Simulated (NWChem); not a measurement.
System: C$_{3}$H$_{5}$ClSi; SMILES C=C=C[SiH2]Cl

Input file for NWChem:

```
start job
memory heap 200 mb stack 900 mb global 1100 mb
geometry units angstroms noautosym nocenter noautoz
  C     -0.207613    -3.231637    -0.469069
  C     -0.278394    -2.073503     0.133722
  C     -0.321670    -0.897430     0.712359
  Si     0.725332     0.509462     0.091660
  Cl    -0.484681     2.054246    -0.586218
  H      0.517392    -3.989113    -0.154790
  H     -0.877979    -3.475890    -1.299318
  H     -0.984885    -0.750078     1.575877
  H      1.573365     0.035597    -1.034479
  H      1.560260     1.073330     1.189640
end
basis spherical
  * library def2-svp
end
dft
  xc pbe0
  iterations 150
end
cosmo
  do_cosmo_smd true
  solvent water
end
task dft energy
```

Output (shortened):

```
             Northwest Computational Chemistry Package (NWChem) 7.3.0
             --------------------------------------------------------

                             Geometry "geometry" -> ""
                             -------------------------

 Output coordinates in angstroms (scale by  1.889725989 to convert to a.u.)

  No.       Tag          Charge          X              Y              Z
 ---- ---------------- ---------- -------------- -------------- --------------
    1 C                    6.0000    -0.20761300    -3.23163700    -0.46906900
    2 C                    6.0000    -0.27839400    -2.07350300     0.13372200
    3 C                    6.0000    -0.32167000    -0.89743000     0.71235900
    4 Si                  14.0000     0.72533200     0.50946200     0.09166000
    5 Cl                  17.0000    -0.48468100     2.05424600    -0.58621800
    6 H                    1.0000     0.51739200    -3.98911300    -0.15479000
    7 H                    1.0000    -0.87797900    -3.47589000    -1.29931800
    8 H                    1.0000    -0.98488500    -0.75007800     1.57587700
    9 H                    1.0000     1.57336500     0.03559700    -1.03447900
   10 H                    1.0000     1.56026000     1.07333000     1.18964000

 Effective nuclear repulsion energy (a.u.)     239.3574823377

                                 NWChem DFT Module
                                 -----------------

 Summary of "ao basis" -> "ao basis" (spherical)
 ------------------------------------------------------------------------------
       Tag                 Description            Shells   Functions and Types
 ---------------- ------------------------------  ------  ---------------------
 C                          def2-svp                 6       14   3s2p1d
 Si                         def2-svp                 8       18   4s3p1d
 Cl                         def2-svp                 8       18   4s3p1d
 H                          def2-svp                 3        5   2s1p

 in cosmo_initialize ...
 calling solv_data for solv:h2o

 solvent parameters
 solvname_short: h2o
 solvname_long:  water
 dielec:       78.4000
 dielecinf:     1.7769
 aqueous SMD model solvent descriptors
 dielec:       78.4000
 sola:          0.8200

          ---------------
          -cosmo- solvent
          ---------------
 Cosmo: York-Karplus, doi: 10.1021/jp992097l
 dielectric constant -eps-     =  78.40
 screen = (eps-1)/(eps    )    =   0.98724
 surface charge correction     = lagrangian

   van der Waals surface
 --------------------------

 ---------- ATOMIC COORDINATES (A.U.) ------------ VDWR(ANG.) --
     1   -0.39233168   -6.10690842   -0.88641188     1.850
     2   -0.52608838   -3.91835251    0.25269794     1.850
     3   -0.60786816   -1.69589679    1.34616332     1.850
     4    1.37067873    0.96274358    0.17321228     2.470
     5   -0.91591428    3.88196205   -1.10779139     2.380
     6    0.97772911   -7.53833051   -0.29251069     1.200
     7   -1.65913973   -6.56847967   -2.45535499     1.200
     8   -1.86116278   -1.41744189    2.97797572     1.200
     9    2.97322873    0.06726858   -1.95488185     1.200
    10    2.94846387    2.02829960    2.24809363     1.200
 number of segments per atom =        128
 number of   points per atom =        128
 atom (   nspa,  nppa )
 ----------------------
    1 (     69,     0 )       0
    2 (     51,     0 )       0
    3 (     34,     0 )       0
    4 (     71,     0 )       0
    5 (     94,     0 )       0
    6 (     56,     0 )       0
    7 (     57,     0 )       0
    8 (     53,     0 )       0
    9 (     33,     0 )       0
   10 (     34,     0 )       0
 number of -cosmo- surface points =      552
 molecular surface =    152.498 angstrom**2
 molecular volume  =    136.255 angstrom**3
 -lineq- algorithm             =   0
 -bem- low  level              =   3
 -bem- from -octahedral-
 gaussian surface charge width =   4.50000
 degree of switching           =   1.00000
 switching function tolerance  =   0.00010
 atomic radii =
 --------------
    1  6.000  1.850
    2  6.000  1.850
    3  6.000  1.850
    4 14.000  2.470
    5 17.000  2.380
    6  1.000  1.200
    7  1.000  1.200
    8  1.000  1.200
    9  1.000  1.200
   10  1.000  1.200
 ...... end of -cosmo- initialization ......

[...]

                                COSMO-SMD solvation results
                                ---------------------------

             internal energy in gas <Psi(g)|H|Psi(g)> =      -866.268775695292
         internal energy in solvent <Psi(s)|H|Psi(s)> =      -866.268159566487
                               delta internal energy  =         0.000616128805 (    0.39 kcal/mol)
   total free energy in solvent <Psi(s)|H+V/2|Psi(s)> =      -866.273568429833
 polarization energy contribution <Psi(s)|V/2|Psi(s)> =        -0.005408863346 (   -3.39 kcal/mol)
    total free energy in solvent including G(SMD-CDS) =      -866.266837488167
                       G(SMD-CDS) energy contribution =         0.006730941666 (    4.22 kcal/mol)
     1 M fixed-concentration free energy of solvation =         0.001938207125 (    1.22 kcal/mol)

                       DFT Final Molecular Orbital Analysis
                       ------------------------------------

 Vector   25  Occ=2.000000D+00  E=-3.250573D-01
              MO Center=  1.2D-01,  1.4D+00, -3.7D-01, r^2= 3.1D+00
   Bfn.  Coefficient  Atom+Function         Bfn.  Coefficient  Atom+Function
  ----- ------------  ---------------      ----- ------------  ---------------
    73      0.495378   5 Cl pz               70      0.355365   5 Cl pz
    72      0.236507   5 Cl py               94      0.216398   9 H  s
    67      0.207205   5 Cl pz               99     -0.191874  10 H  s
    95      0.174397   9 H  s                69      0.170091   5 Cl py
   100     -0.152045  10 H  s                52     -0.146868   4 Si pz

 Vector   26  Occ=2.000000D+00  E=-2.950944D-01
              MO Center= -2.1D-01, -1.3D+00,  3.1D-01, r^2= 3.2D+00
   Bfn.  Coefficient  Atom+Function         Bfn.  Coefficient  Atom+Function
  ----- ------------  ---------------      ----- ------------  ---------------
    32      0.298415   3 C  px               34      0.251089   3 C  pz
    18      0.239671   2 C  px               20      0.214271   2 C  pz
    35      0.208901   3 C  px               37      0.170565   3 C  pz
    21      0.157658   2 C  px               79     -0.145804   6 H  s
    84      0.145596   7 H  s                23      0.141564   2 C  pz

 Vector   27  Occ=2.000000D+00  E=-2.805725D-01
              MO Center= -1.9D-01, -2.1D+00, -5.8D-02, r^2= 3.6D+00
   Bfn.  Coefficient  Atom+Function         Bfn.  Coefficient  Atom+Function
  ----- ------------  ---------------      ----- ------------  ---------------
     4      0.267896   1 C  px                6     -0.264844   1 C  pz
    18      0.216464   2 C  px               20     -0.192416   2 C  pz
     7      0.188436   1 C  px                9     -0.186066   1 C  pz
    89      0.154998   8 H  s                21      0.151648   2 C  px
     5      0.147594   1 C  py               19      0.131069   2 C  py

 Vector   28  Occ=0.000000D+00  E=-1.935098D-02
              MO Center= -1.9D-02, -1.2D+00,  1.5D-01, r^2= 4.4D+00
   Bfn.  Coefficient  Atom+Function         Bfn.  Coefficient  Atom+Function
  ----- ------------  ---------------      ----- ------------  ---------------
    21      0.338850   2 C  px               23      0.331641   2 C  pz
    54      0.321886   4 Si py               18      0.303125   2 C  px
    20      0.287608   2 C  pz               53     -0.288917   4 Si px
    80     -0.288268   6 H  s                85      0.279183   7 H  s
    35     -0.253114   3 C  px               72      0.247983   5 Cl py

 Vector   29  Occ=0.000000D+00  E= 6.060124D-03
              MO Center= -1.9D-01, -2.0D+00,  6.8D-02, r^2= 4.1D+00
   Bfn.  Coefficient  Atom+Function         Bfn.  Coefficient  Atom+Function
  ----- ------------  ---------------      ----- ------------  ---------------
    21      0.423593   2 C  px               90      0.392426   8 H  s
     9      0.387804   1 C  pz                7     -0.373984   1 C  px
    45     -0.375680   4 Si s                18      0.326198   2 C  px
    23     -0.283795   2 C  pz                6      0.246561   1 C  pz
     4     -0.243723   1 C  px               20     -0.242482   2 C  pz

 Vector   30  Occ=0.000000D+00  E= 4.795464D-02
              MO Center=  7.5D-01,  3.1D-01,  5.4D-02, r^2= 4.7D+00
   Bfn.  Coefficient  Atom+Function         Bfn.  Coefficient  Atom+Function
  ----- ------------  ---------------      ----- ------------  ---------------
    54      1.216955   4 Si py               31      0.722236   3 C  s
    64     -0.417360   5 Cl s                71     -0.403882   5 Cl px
    35      0.396009   3 C  px              100     -0.387064  10 H  s
    45      0.307590   4 Si s                55     -0.286242   4 Si pz
    85     -0.257208   7 H  s                51      0.255123   4 Si py

     Multipole analysis of the density
     ---------------------------------

     L   x y z        total         alpha         beta         nuclear
     -   - - -        -----         -----         ----         -------
     0   0 0 0     -0.000000    -27.000000    -27.000000     54.000000

     1   1 0 0      0.237914      1.198782      1.198782     -2.159651
     1   0 1 0     -0.907333      1.688266      1.688266     -4.283865
     1   0 0 1      0.239757      5.924610      5.924610    -11.609464

     2   2 0 0    -32.844919    -51.458089    -51.458089     70.071260
     2   1 1 0      0.490897     -1.407375     -1.407375      3.305647
     2   1 0 1     -0.170613     -8.091998     -8.091998     16.013383
     2   0 2 0    -31.438709   -369.920488   -369.920488    708.402267
     2   0 1 1      2.035971     20.713645     20.713645    -39.391320
     2   0 0 2    -32.547117    -46.829084    -46.829084     61.111051
```

Level: PBE0/def2-SVP, SMD on the gas-phase geometry. Geometry: optimised at PBE0/def2-SVP. Solvent: water.
